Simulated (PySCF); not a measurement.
Q: Write a Z-matrix for InChI=1S/FH6PSi2/c1-4(2)3/h4H,2H2,3H3/t4-/m1/s1 as optimised with GFN2-xTB.

A: 
Z-matrix in Å and degrees, rows numbered from 1:
```
F 
Si  1  1.6222
Si  2  2.3256  1  106.81
P   2  2.2461  1  104.33  3   127.37
H   2  1.4652  1  101.09  3  -123.17
H   3  1.4682  2  111.31  1   110.66
H   3  1.4654  2  110.68  1  -130.31
H   3  1.4634  2  112.33  1    -9.65
H   4  1.3841  2   93.81  1  -178.77
H   4  1.3854  2   95.82  1   -85.97
```

Si2 (fluorine-bound silicon) is distorted tetrahedral (angles from 101.1° to 119.4°). Si3 (SiH3 silicon) is tetrahedral (angles from 107.1° to 112.3°). P4 (three-coordinate phosphorus) is pyramidal (angles 95.8°, 93.8° and 92.4°, sum 282.0°, 0.84 Å off the plane of its three neighbours).

Structure optimised with GFN2-xTB, isolated species.

Point group: C1 (no symmetry element, even within 0.4 Å). Not checked by GFN2-xTB frequencies. One conformer, not necessarily the lowest (F1–Si2–P4–H -179° and -86°).

The numbers are calculated, not measured.
